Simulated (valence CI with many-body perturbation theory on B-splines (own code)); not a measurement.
Values are calculated unless marked as measured or tabulated.
## Sm⁴¹⁺: magnetic and hyperfine properties of the levels

Level of theory: valence CI with perturbative core correlation (CI+MBPT): three valence electrons over a frozen Dirac-Fock core [Ar], radial functions for each j: 9 s, 9 p, 10 d, 8 f, 5 g, 3 h, 1 i, with the one-electron correlation potential Σ1, the two-electron term Σ2, the three-electron term Σ3, Breit, model QED; selected CI, second order for the rest (own B-spline code, finite nucleus).

No measured spectrum was set against this ion. As an estimate, large intervals hold to a few tenths of a per cent, small ones and those within an open d or f shell to about a per cent. Only levels of the ground parity were solved; by the run's estimate the other parity begins above the list, which can be wrong where configurations are misplaced.

A/g_I is the dipole constant over the nuclear g factor μ/I (μ in nuclear magnetons, uniformly magnetised nucleus), B/Q the quadrupole constant per barn. Both hold the static response of the core; the bare values leave it out. Large factors of s and p1/2 electrons are usually good to 5 to 10 %; those of open d and f shells near neutrality can be off by tens of per cent, and small factors of p3/2, d and f electrons come from cancelling terms and can be off by a factor of two or in sign, in half-filled shells by more. B is blank for J = 1/2, where it vanishes, and for nearly pure S terms. Energies count from the lowest level.

Levels are named by their leading jj configuration (3d3/2^4 stands for four electrons in 3d with j = 3/2), which in mixed levels can hold well under half, so a name can repeat and another be missing. Letters in brackets count levels of one name in rising energy.

| Level | E (eV) | g | A/g_I (MHz) | A/g_I bare | B/Q (MHz/b) | B/Q bare |
| --- | --- | --- | --- | --- | --- | --- |
| (3d3/2^3) J=3/2 | 0.00 | 0.662 | 56100 | 55500 | -29400 | -29900 |
| (3d3/2^2 3d5/2) J=5/2 [a] | 25.14 | 1.047 | 31800 | 31900 | -15900 | -16200 |
| (3d3/2^2 3d5/2) J=3/2 | 30.77 | 1.212 | 25400 | 25800 | -9290 | -9440 |
| (3d3/2^2 3d5/2) J=7/2 | 32.62 | 1.065 | 33600 | 33700 | 8620 | 8740 |
| (3d3/2^2 3d5/2) J=9/2 | 33.57 | 1.060 | 35200 | 35300 | 34600 | 35100 |
| (3d3/2^2 3d5/2) J=1/2 | 34.71 | 1.869 | -24600 | -23100 |  |  |
| (3d3/2^2 3d5/2) J=5/2 [b] | 50.67 | 1.345 | 17800 | 18500 | 46700 | 47400 |
| (3d3/2 3d5/2^2) J=7/2 [a] | 57.87 | 1.081 | 27300 | 27500 | 1040 | 1050 |
| (3d3/2 3d5/2^2) J=9/2 | 60.93 | 1.133 | 27100 | 27400 | 13400 | 13600 |
| (3d3/2 3d5/2^2) J=3/2 [a] | 65.05 | 1.132 | 30200 | 30400 | -33300 | -33800 |
| (3d3/2 3d5/2^2) J=1/2 | 67.26 | 1.453 | -8760 | -7900 |  |  |
| (3d3/2 3d5/2^2) J=11/2 | 68.91 | 1.083 | 30600 | 30700 | 70800 | 71900 |
| (3d3/2 3d5/2^2) J=5/2 [a] | 70.30 | 1.198 | 14000 | 14400 | 44800 | 45500 |
| (3d3/2 3d5/2^2) J=5/2 [b] | 74.76 | 1.108 | 30900 | 31200 | -12000 | -12200 |
| (3d3/2 3d5/2^2) J=7/2 [b] | 76.60 | 1.101 | 31000 | 31200 | 14600 | 14800 |
| (3d3/2 3d5/2^2) J=3/2 [b] | 89.31 | 1.015 | 42800 | 42900 | 33400 | 33900 |
| (3d5/2^3) J=9/2 | 93.07 | 1.138 | 22800 | 23100 | 9440 | 9590 |
| (3d5/2^3) J=3/2 | 105.89 | 1.005 | 30200 | 30300 | 14300 | 14500 |
| (3d5/2^3) J=5/2 | 113.14 | 1.151 | 22800 | 23200 | 9470 | 9620 |

Problem. Take the isotope of mass number 147, with I = 7/2, μ = -0.809 μN and Q = -0.26 b. What is the hyperfine structure of (3d3/2^2 3d5/2) J=5/2 [b]?

Solution. From the table A = -4120 MHz, B = -12100 MHz. Shifts from the centre of gravity in MHz: F = 1: 39900, F = 2: 35100, F = 3: 26600, F = 4: 12900, F = 5: -8130, F = 6: -39100.
